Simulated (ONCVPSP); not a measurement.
Ranking ONCV potentials for F (Z = 9)

All share these settings but for the change named:

```json
{
 "Element": "F (Z = 9)",
 "Generator": "ONCVPSP 4.0.1",
 "Type": "optimised norm-conserving Vanderbilt (ONCV)",
 "Functional": "PBE",
 "Relativity": "scalar-relativistic",
 "Frozen core": "none",
 "Valence charge": "9",
 "Reference configuration": "1s2 2s2 2p3 (charge +2)",
 "Partial waves": "1s+2s: rc 0.40 bohr, ncon 5, nbas 8, qcut 38 1/bohr, 2 projectors; 2p: rc 1.70 bohr, ncon 3, nbas 7, qcut 9 1/bohr, 3 projectors, debl 0.5 Ha",
 "Local potential": "polynomial inside 0.30 bohr (lpopt 5, dvloc0 0 Ha)",
 "Core correction": "none"
}
```

In the p channel the program set the typed energies aside and used -1.801, 0.250, 0.750 Ha.

Cutoff: the first of the cutoffs (Ha) at which the residual kinetic energy of the hardest occupied pseudo-wave falls to 1 and 0.1 mHa per electron; the density cutoff is not measured.

The base gives 534 Ha.

Of 9 variants that were run, those that failed, showed a ghost or another fault, or gave nearly equal values are left out.

Question: Rank these variants from softest to hardest (loose cutoff).
A. s: qcut 31.8
B. s: qcut 56.4
C. s: qcut 51.9
D. s: qcut 23.9

Answer: A (449 Ha), C (620 Ha), B (763 Ha), D (966 Ha).
